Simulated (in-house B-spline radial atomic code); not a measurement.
# RPA and G0W0 on LDA exchange-only: the arsenic ion As⁵⁺

Configuration [Ar] 3d10, mean-field start LDA exchange-only. Computed with a B-spline radial code for spherical atoms: all electrons, scalar-relativistic (spin-free one-electron X2C), finite nucleus, each spin shell either full or empty, empty states to l = 9 with an (l + 1/2)⁻⁴ tail; G0W0 by contour deformation at full frequency.

Command:
```bash
python run_gw.py task.json out
```
Settings (radii: box in bohr, nucleus in fm):
```
Z                        33
electrons                28
configuration            [Ar] 3d10
hamiltonian              x2c
method                   lda,
lmax                     9
rms_radius               4.0968
spin_polarised           False
box_radius               10.43
intervals                67
```

Cost of the run: 1.7 s on 1 thread of Arm Neoverse V2, with other jobs on the host.

Energies (hartree):

| term | value |
| --- | --- |
| mean-field total | -2248.31967 |
| Hartree-Fock functional on these orbitals | -2253.00725 |
| direct second order | -2.4847 |
| second-order exchange | 0.71911 |
| SOSEX correction | 0.66226 |

Task: What is the RPA correlation energy, and what remains with SOSEX?

Result: RPA gives -2.1513 hartree (-2.09 eV per electron); RPA + SOSEX gives -1.489, and the second-order doubles -1.7656 hartree (no singles). RPA lacks exchange-type terms and so overcorrelates at short range.

Quasi-particle levels (eV):

| level | occupied | mean field | Σx - vxc | Σc | QP weight | G0W0 |
| --- | --- | --- | --- | --- | --- | --- |
| 3d | yes | -105.49 | -19.28 | ? | ? | ? |
| 4s | no | -68.69 | 7.11 | -1.49 | 0.989 | -63.07 |

G0W0 = mean field + (Σx - vxc) + Σc, with Σc (partial-wave tail included) taken at the quasi-particle energy. Only the outer levels were computed. Levels of low weight are left out.

Task: Where does G0W0 put 3d?

Result: At -122.09 eV, with Σc = 2.68 eV and a quasi-particle weight of 0.947. The tabulated removal energy is 121.19 ± 0.06 eV (NIST, measured); the calculation leaves out spin-orbit coupling, Breit and QED terms, and what these don't explain is the method's own error.
